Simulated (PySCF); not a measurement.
From results back to the method.

C2H8N2OSi.
Geometry (PBE0-D3(BJ)/def2-SVP, Å), atoms numbered from 1 in this order:
```
atom  x, y, z in Å
C1     2.1216   -0.3375    0.4761
C2     0.9636    0.6231    0.5081
O3     1.1278    1.8271    0.4696
Si4   -0.8459   -0.0710    0.6025
N5    -1.7203    1.3775    0.3389
N6    -1.1164   -1.3170   -0.5607
H7     1.9738   -1.0688   -0.3343
H8     2.1417   -0.9160    1.4149
H9     3.0705    0.2021    0.3501
H10   -1.0298   -0.7715    1.9172
H11   -1.1738    2.2319    0.4114
H12   -2.7092    1.5102    0.4998
H13   -1.2824   -1.0942   -1.5350
H14   -1.5321   -2.2014   -0.2980
```

The closed-shell ground state was solved 3 times with PySCF (density fitting, gas phase), always with PBE0, in these basis sets: IGLO-III, STO-3G and def2-SVP.

```
row  total energy (Eh)  HOMO (eV)  LUMO (eV)  dipole (D)
  P          -554.5828      -6.21      -0.63        2.70
  Q          -548.0577      -2.92       2.95        1.84
  R          -555.0054      -6.46      -0.98        2.73
```

Q: Which basis belongs to which row?

A: P = def2-SVP, Q = STO-3G, R = IGLO-III. From the lowest total energy up: IGLO-III (299 functions) 0 eV; def2-SVP (128 functions) +11.50 eV; STO-3G (42 functions) +189.06 eV.

One conformer stands for the species.
